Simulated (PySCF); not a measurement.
# Germanium: a sound run and one with changed settings

Sound run: Ge [Ar] 3d10 4s2 4p2, Ge⁺ [Ar] 3d10 4s2 4p1. Computed with PySCF 2.14 in aug-cc-pVDZ-PP with ECP10MDF (5s4p3d, 32 functions), with a scalar-relativistic core potential. The sound run starts from symmetry-adapted Hartree-Fock orbitals and uses a fine grid where one is needed.

Changed run: radial step 0.3 in ln r (0.13 in the sound run). This setting is unsound on purpose.

| species | method | sound run (hartree) | changed run (hartree) | converged |
| --- | --- | --- | --- | --- |
| Ge | UHF | -293.34175 | -293.34175 | yes |
| Ge | r2SCAN | -294.40345 | -294.40555 | yes |
| Ge | M06-L | -294.55139 | -294.54096 | yes |
| Ge⁺ | UHF | -293.06941 | -293.06941 | yes |
| Ge⁺ | r2SCAN | -294.10858 | -294.11063 | yes |
| Ge⁺ | M06-L | -294.27187 | -294.26124 | yes |

Ionisation energy of Ge:

```tsv
method	sound run (eV)	changed run (eV)
UHF	7.411	7.411
r2SCAN	8.024	8.025
M06-L	7.606	7.612
```

A coarse radial grid mis-integrates the density and the exchange-correlation energy, with errors of either sign; Hartree-Fock needs no grid.

For comparison, NIST gives 7.899 eV between the lowest levels.
